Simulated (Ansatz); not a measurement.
CH$_{6}$O$_{3}$SZr (`C[S][Zr]([OH])([OH])[OH]`), relaxed with RKS PBE0-D4/def2-TZVP in Ansatz 0.2.0 from a GFN2-xTB geometry. The force threshold is 0.005 eV/Å; the program also tests the step.

The species carries charge 0 and has multiplicity 1. Zr takes the def2 core potential.

Start:

```xyz
12

C    -0.133   -1.112   -1.768
S    -0.084    0.742   -1.856
Zr    0.122    0.714    0.573
O     0.194    2.487    1.160
O    -1.444   -0.148    1.178
O     1.589   -0.400    0.949
H    -0.914   -1.420   -1.060
H    -0.369   -1.481   -2.766
H     0.853   -1.475   -1.462
H     0.709    2.995    1.794
H    -2.117    0.269    1.731
H     1.595   -1.173    1.527
```

```json
{"step": "1", "energy (eV)": "-19389.8104", "largest force (eV/Å)": "2.037", "largest move (Å)": "0.000"}
{"step": "2", "energy (eV)": "-19390.1085", "largest force (eV/Å)": "0.482", "largest move (Å)": "0.195"}
{"step": "3", "energy (eV)": "-19390.1404", "largest force (eV/Å)": "0.308", "largest move (Å)": "0.082"}
{"step": "4", "energy (eV)": "-19390.1768", "largest force (eV/Å)": "0.237", "largest move (Å)": "0.116"}
{"step": "5", "energy (eV)": "-19390.2050", "largest force (eV/Å)": "0.203", "largest move (Å)": "0.168"}
{"step": "6", "energy (eV)": "-19390.2172", "largest force (eV/Å)": "0.074", "largest move (Å)": "0.200"}
{"step": "7 (rejected)", "energy (eV)": "-19390.2156", "largest force (eV/Å)": "0.252", "largest move (Å)": "0.098"}
{"step": "8", "energy (eV)": "-19390.2208", "largest force (eV/Å)": "0.014", "largest move (Å)": "0.049"}
{"step": "9", "energy (eV)": "-19390.2217", "largest force (eV/Å)": "0.054", "largest move (Å)": "0.054"}
{"step": "10 (rejected)", "energy (eV)": "-19390.2215", "largest force (eV/Å)": "0.131", "largest move (Å)": "0.048"}
{"step": "11", "energy (eV)": "-19390.2221", "largest force (eV/Å)": "0.063", "largest move (Å)": "0.023"}
{"step": "12", "energy (eV)": "-19390.2224", "largest force (eV/Å)": "0.017", "largest move (Å)": "0.037"}
{"step": "13", "energy (eV)": "-19390.2225", "largest force (eV/Å)": "0.013", "largest move (Å)": "0.013"}
{"step": "14", "energy (eV)": "-19390.2225", "largest force (eV/Å)": "0.009", "largest move (Å)": "0.006"}
{"step": "15", "energy (eV)": "-19390.2225", "largest force (eV/Å)": "0.006", "largest move (Å)": "0.010"}
{"step": "16", "energy (eV)": "-19390.2226", "largest force (eV/Å)": "0.010", "largest move (Å)": "0.025"}
{"step": "17", "energy (eV)": "-19390.2226", "largest force (eV/Å)": "0.013", "largest move (Å)": "0.011"}
{"step": "18", "energy (eV)": "-19390.2226", "largest force (eV/Å)": "0.022", "largest move (Å)": "0.020"}
{"step": "19", "energy (eV)": "-19390.2226", "largest force (eV/Å)": "0.017", "largest move (Å)": "0.006"}
{"step": "20", "energy (eV)": "-19390.2226", "largest force (eV/Å)": "0.007", "largest move (Å)": "0.010"}
{"step": "21", "energy (eV)": "-19390.2227", "largest force (eV/Å)": "0.009", "largest move (Å)": "0.017"}
{"step": "22", "energy (eV)": "-19390.2227", "largest force (eV/Å)": "0.007", "largest move (Å)": "0.015"}
{"step": "23", "energy (eV)": "-19390.2227", "largest force (eV/Å)": "0.007", "largest move (Å)": "0.014"}
{"step": "24", "energy (eV)": "-19390.2227", "largest force (eV/Å)": "0.004", "largest move (Å)": "0.005"}
{"step": "25", "energy (eV)": "-19390.2227", "largest force (eV/Å)": "0.005", "largest move (Å)": "0.010"}
```

End:

```xyz
12

C    -0.149   -1.130   -1.901
S     0.136    0.668   -1.754
Zr    0.112    0.700    0.701
O     0.374    2.528    1.216
O    -1.593    0.005    1.273
O     1.504   -0.461    1.337
H    -0.685   -1.541   -1.042
H    -0.762   -1.304   -2.785
H     0.801   -1.652   -2.014
H     0.729    3.310    1.628
H    -2.487    0.027    1.601
H     2.023   -1.150    1.741
```

It took 2.5 min on 4 threads of an Arm Neoverse V1 on a shared host, with 0.81 GiB of host memory at the peak.
